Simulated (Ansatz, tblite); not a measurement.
Forces on Sn₃Pt₂⁺ at its B3LYP-D4/def2-SVP geometry. Total charge 1; doublet.

In the def2 sets Pt, Sn take a core potential; there is no spin–orbit coupling. The xTB rows come from tblite. No other spin state of charge 1 was run. Another isomer (doublet) lies 0.03 eV lower at r2SCAN-D4/def2-TZVP; other spin states weren't run for this one.

GFN1-xTB (tblite), largest force 2.40 eV/Å:

```xyz
5
positions Å, forces eV/Å
Pt   -0.701   -1.333    0.684    0.661    1.404   -1.829
Pt   -0.124   -0.024   -1.587   -0.312   -0.785    1.849
Sn    1.897   -1.179    0.127   -0.686    0.875    0.209
Sn   -1.966    0.992    0.394    1.115   -0.140    0.085
Sn    0.894    1.543    0.381   -0.779   -1.353   -0.314
```

GFN2-xTB (tblite), largest force 0.65 eV/Å:

```
Pt 0.040 0.064 0.065
Pt 0.087 0.169 -0.114
Sn 0.094 0.155 0.105
Sn 0.093 0.154 0.105
Sn -0.314 -0.542 -0.161
```

PBE-D4/def2-TZVP (Ansatz), largest force 0.67 eV/Å:

```
Pt 0.257 0.502 -0.354
Pt 0.045 -0.002 0.653
Sn -0.420 0.129 -0.030
Sn 0.320 -0.290 -0.081
Sn -0.201 -0.339 -0.189
```
